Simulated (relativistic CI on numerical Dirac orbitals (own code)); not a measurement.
Au LV: q coefficients and field-shift factors

Computed by Dirac-Coulomb-Breit CI, separate exchange-only KLI orbitals for each configuration, derivatives by finite differences, unscaled Slater integrals, QED left out (own radial code, finite nucleus).

Configurations in the expansion (outside the closed core [Ne]): 3s2 3p6 3d7, 3s2 3p5 3d8, 3s2 3p4 3d9, 3s 3p6 3d8, 3p6 3d9, 3s 3p5 3d9, 3s2 3p6 3d6 4s, 3s2 3p6 3d6 4p. Levels of other configurations are missing.

With x = (α/α₀)² − 1 an excitation energy changes as ω = ω₀ + qx; K = 2q/ω₀ is the relative enhancement. Terms are leading LS components, so labels can repeat. The field-shift factor is F = δν/δ⟨r²⟩ for the transition from the lowest level.

Lowest level 3s2 3p6 3d7 4F_9/2.

```tsv
Level	ω₀ (cm⁻¹)	q (cm⁻¹)	K	F (GHz/fm²)
3s2 3p6 3d7 2P_3/2	113001	11940	0.211	-0.413
3s2 3p6 3d7 2D_5/2	178368	26840	0.301	1.41
3s2 3p6 3d7 4F_7/2	730446	778800	2.13	25.7
3s2 3p6 3d7 4F_9/2	789038	762200	1.93	25.8
3s2 3p6 3d7 4P_3/2	819400	787300	1.92	26.2
3s2 3p6 3d7 4P_5/2	840353	790500	1.88	26.5
3s2 3p6 3d7 2P_1/2	849202	781300	1.84	25.1
3s2 3p6 3d7 2H_11/2	863404	757900	1.76	26.5
3s2 3p6 3d7 2F_7/2	927782	782000	1.69	26.6
3s2 3p6 3d7 2F_5/2	966173	768800	1.59	26.5
3s2 3p6 3d7 2D_3/2	1129203	790300	1.4	28.3
3s2 3p6 3d7 4F_5/2	1523374	1.548e+06	2.03	51.1
3s2 3p6 3d7 4P_3/2	1561370	1.557e+06	1.99	51
```

At this charge energies of transitions that change n are usually good to better than 1 %, and those within a shell (Δn = 0) to a few per cent.
